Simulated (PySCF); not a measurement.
# Two-component Hartree-Fock for Zr (zirconium, neutral)

Start: [Kr] 4d2 5s2; 4d3/2 filled at m_j = +1/2, +3/2. Calculated with PySCF 2.14 in x2c-TZVPall-2c (8s9p7d1f, 77 functions): generalised Hartree-Fock with the X2C-1e Hamiltonian and a Gaussian nucleus; one run each with spin-orbit coupling (SO) switched off, then screened by Boettger's factors.

```json
{"spinor shell": "1s1/2", "electrons": "2", "ε, spin-free (eV)": "-18097.9", "ε, screened SO (eV)": "-18097.0", "weight of nominal j (screened SO)": "1.000", "rms radius, screened SO (bohr)": "0.0426"}
{"spinor shell": "2s1/2", "electrons": "2", "ε, spin-free (eV)": "-2579.6", "ε, screened SO (eV)": "-2579.3", "weight of nominal j (screened SO)": "1.000", "rms radius, screened SO (bohr)": "0.176"}
{"spinor shell": "2p1/2", "electrons": "2", "ε, spin-free (eV)": "-2294.2", "ε, screened SO (eV)": "-2353.4", "weight of nominal j (screened SO)": "1.000", "rms radius, screened SO (bohr)": "0.154"}
{"spinor shell": "2p3/2", "electrons": "4", "ε, spin-free (eV)": "-2294.2", "ε, screened SO (eV)": "-2266.1", "weight of nominal j (screened SO)": "1.000", "rms radius, screened SO (bohr)": "0.158"}
{"spinor shell": "3s1/2", "electrons": "2", "ε, spin-free (eV)": "-453.98", "ε, screened SO (eV)": "-453.88", "weight of nominal j (screened SO)": "1.000", "rms radius, screened SO (bohr)": "0.488"}
{"spinor shell": "3p1/2", "electrons": "2", "ε, spin-free (eV)": "-358.26", "ε, screened SO (eV)": "-368.10", "weight of nominal j (screened SO)": "1.000", "rms radius, screened SO (bohr)": "0.489"}
{"spinor shell": "3p3/2", "electrons": "4", "ε, spin-free (eV)": "-358.26", "ε, screened SO (eV)": "-353.55", "weight of nominal j (screened SO)": "1.000", "rms radius, screened SO (bohr)": "0.499"}
{"spinor shell": "3d3/2", "electrons": "4", "ε, spin-free (eV)": "-201.08", "ε, screened SO (eV)": "-202.72", "weight of nominal j (screened SO)": "0.994", "rms radius, screened SO (bohr)": "0.493"}
{"spinor shell": "3d5/2", "electrons": "6", "ε, spin-free (eV)": "-201.08", "ε, screened SO (eV)": "-199.86", "weight of nominal j (screened SO)": "0.996", "rms radius, screened SO (bohr)": "0.497"}
{"spinor shell": "4s1/2", "electrons": "2", "ε, spin-free (eV)": "-68.132", "ε, screened SO (eV)": "-68.091", "weight of nominal j (screened SO)": "1.000", "rms radius, screened SO (bohr)": "1.30"}
{"spinor shell": "4p1/2", "electrons": "2", "ε, spin-free (eV)": "-40.638", "ε, screened SO (eV)": "-43.365", "weight of nominal j (screened SO)": "0.778", "rms radius, screened SO (bohr)": "1.47"}
{"spinor shell": "4p3/2", "electrons": "4", "ε, spin-free (eV)": "-40.638", "ε, screened SO (eV)": "-39.261", "weight of nominal j (screened SO)": "0.889", "rms radius, screened SO (bohr)": "1.48"}
{"spinor shell": "4d3/2", "electrons": "2", "ε, spin-free (eV)": "-8.643", "ε, screened SO (eV)": "-8.675", "weight of nominal j (screened SO)": "0.765", "rms radius, screened SO (bohr)": "2.37"}
{"spinor shell": "5s1/2", "electrons": "2", "ε, spin-free (eV)": "-5.851", "ε, screened SO (eV)": "-5.843", "weight of nominal j (screened SO)": "0.987", "rms radius, screened SO (bohr)": "4.26"}
```

| quantity | spin-free | screened SO |
| --- | --- | --- |
| E (hartree) | -3596.00519 | -3596.35442 |
| M_J | 2 | 2 |
| ⟨J²⟩ | 8.186 | 7.710 |
| ⟨L²⟩ | 12.123 | 12.083 |
| ⟨S²⟩ | 2.064 | 2.053 |

The determinant has a definite M_J but mixes levels of different J.

Each row is a mean over spinors that exchange with the open shell spreads, by up to 2.509 eV (4p1/2).

Rows whose weight is well below 1 are mixtures of j = l ± 1/2: exchange outweighs spin-orbit coupling there, and the label is only the starting occupation.

Breit and QED terms are absent; they matter most for the inner s and p1/2 levels.

Densities and radii are taken from the X2C orbitals without a picture-change correction, which distorts them close to the nucleus.

Without spin-orbit coupling the j labels of p, d and f shells carry no meaning; the spin-free column gives the mean over the occupied spinors of each nl shell, and its ⟨J²⟩ belongs to a mixture of degenerate components.
